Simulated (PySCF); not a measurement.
ClH5OSi2.

```xyz
9

O      0.7029     1.7826    -0.2856
Si     0.0248     0.4607     0.4610
Si    -1.7514    -0.2506    -0.8827
Cl     1.4009    -1.1140     0.5690
H      1.4544     2.2080     0.1468
H     -0.3410     0.7695     1.8731
H     -1.2255    -0.5995    -2.2329
H     -2.3674    -1.4598    -0.2634
H     -2.7865     0.8169    -1.0071
```

Geometry optimised at B3LYP-D3(BJ)/def2-SVP. The structure was generated by enumeration; whether it is a known compound was not checked. The values are those of a single conformer.

These are B3LYP/pcSseg-1 run with PySCF values and carry that method's errors. Non-relativistic, no solvent.

Computed absolute GIAO shielding of each atom: isotropic value and principal components (ppm):
| atom | σ(iso) | σ11 | σ22 | σ33 | span |
|---|---|---|---|---|---|
| O1 | 266.6 | 228.5 | 258.5 | 312.9 | 84.3 |
| Si2 | 324.7 | 285.4 | 330.0 | 358.7 | 73.3 |
| Si3 | 441.2 | 434.6 | 437.3 | 451.6 | 17.0 |
| Cl4 | 856.3 | 657.2 | 922.5 | 989.1 | 331.9 |
| H5 | 29.2 | 21.9 | 24.6 | 41.2 | 19.3 |
| H6 | 25.5 | 22.3 | 23.6 | 30.6 | 8.3 |
| H7 | 27.9 | 24.9 | 26.2 | 32.5 | 7.6 |
| H8 | 28.1 | 25.0 | 26.5 | 32.8 | 7.9 |
| H9 | 27.9 | 24.8 | 25.7 | 33.3 | 8.5 |
